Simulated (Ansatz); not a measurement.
Reaction (hydrogenolysis of the Si–N bond): `CN[SiH](F)OC` + H₂ → `CO[SiH2]F` + CH₃NH₂

Gas-phase electronic energies from Ansatz, PBE0-D4/def2-TZVP geometries. CBS: MP2 limit from def2 TZ/QZ plus the TZ coupled-cluster correction, frozen cores. This one scheme is used for every species. DFT in def2-TZVPP. Each species was taken in one conformer, which may not be the lowest.

CCSD(T)/CBS gives +13.9 kcal/mol.

(1) Another level gave +11.3 kcal/mol. Which?
A. HF/def2-TZVPP
B. r2SCAN/def2-TZVPP
C. PBE0/def2-TZVPP
D. CCSD/def2-TZVPP

Largest T1 diagnostic among the species: 0.011.

Answers

(1) C. PBE0 11.3, r2SCAN 14.2, CCSD/def2-TZVPP 12.5, HF/def2-TZVPP 9.0 kcal/mol.

In def2-TZVPP, CCSD(T) changes the Hartree–Fock value by +4.4 kcal/mol (the triples alone add +0.9 kcal/mol) and MP2 by +5.9 kcal/mol. The D4 term adds +3.5 kcal/mol with B3LYP and +2.0 kcal/mol with PBE0; it sums over pairs of atoms, weighted by their polarisabilities, and B3LYP, whose exchange is more repulsive, gets the larger term.

B3LYP here is the variant with VWN-RPA as its local correlation; programs differ in this.
